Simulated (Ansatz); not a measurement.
System: C₄H₁₀B (charge 0, doublet). It need not be the lowest isomer of its formula. 
Coordinates optimised at B3LYP-D3(BJ)/def2-TZVP (Ansatz, a quantum-chemistry and plane-wave program):
```xyz
15

C     -1.6792    -1.2613    -0.1205
B     -0.5835    -0.1810    -0.1108
C     -0.8994     1.2790    -0.6005
C      0.8523    -0.5878     0.4045
C      1.9504     0.4769     0.4035
H     -1.5083    -2.2831     0.2090
H     -2.6948    -1.0735    -0.4574
H     -0.2322     1.5587    -1.4245
H     -0.6810     2.0049     0.1917
H     -1.9276     1.4363    -0.9296
H      1.1780    -1.4605    -0.1801
H      0.7312    -0.9973     1.4183
H      2.1321     0.8602    -0.6030
H      1.6773     1.3313     1.0267
H      2.8980     0.0866     0.7807
```
Charge 0, spin multiplicity 2.

Dipole moments at this geometry, in debye (magnitudes).

| level | program | dipole (D) |
|---|---|---|
| SVWN5/def2-TZVPD | Ansatz | 0.40 |
| B97M-V/def2-TZVPD | Ansatz | 0.43 |
| B3LYP/def2-TZVPD | Ansatz | 0.46 |
| BHLYP/def2-TZVPD | Ansatz | 0.45 |
| r2SCAN0/def2-TZVPD | Ansatz | 0.40 |
| HSE06/def2-TZVPD | Ansatz | 0.44 |
| wB97M-V/def2-TZVPD | Ansatz | 0.49 |
| wB97X-V/def2-TZVPD | Ansatz | 0.46 |
| CCSD(T)/aug-cc-pVDZ | Ansatz | 0.45 |
